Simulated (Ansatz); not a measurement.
`C=N[SiH](O)S`, relaxed with RKS PBE-D4/def2-SVP in the Gaussian-basis code of Ansatz from a rough embedded geometry. The force threshold is 0.03 eV/Å; the program also tests the step.

Total charge 0; spin multiplicity 1.

Start:

```xyz
10

C    -0.343    1.715   -0.722
N    -0.504    0.491   -0.964
Si   -0.180   -0.529    0.357
O    -0.613   -2.021   -0.053
S     1.935   -0.608    0.694
H    -0.013    2.245    0.169
H    -0.528    2.449   -1.587
H    -0.860   -0.070    1.620
H    -0.786   -2.027   -1.046
H     1.891   -1.645    1.532
```

(1) By how much does the energy fall, and how many steps does the optimiser take? (Estimate.)

(2) Which bonds change most? (Best estimate.)

(3) Give the relaxed structure. (Estimate.)

Results:

(1) Ansatz gave: 49.89 kJ/mol, in 17 steps, 2 of them rejected.

(2) The calculation gave: Si3–O4 from 1.607 to 1.672 Å; N2–Si3 from 1.699 to 1.760 Å; C1–H6 from 1.088 to 1.123 Å; O4–H9 from 1.008 to 0.975 Å.

(3) Ansatz gave: 
```xyz
10

C    -0.426    1.872   -0.793
N    -0.008    0.675   -0.917
Si   -0.012   -0.534    0.362
O    -0.990   -1.815   -0.082
S     2.081   -1.026    0.511
H    -0.840    2.312    0.152
H    -0.397    2.573   -1.661
H    -0.580   -0.086    1.680
H    -0.732   -2.244   -0.919
H     1.903   -1.728    1.667
```
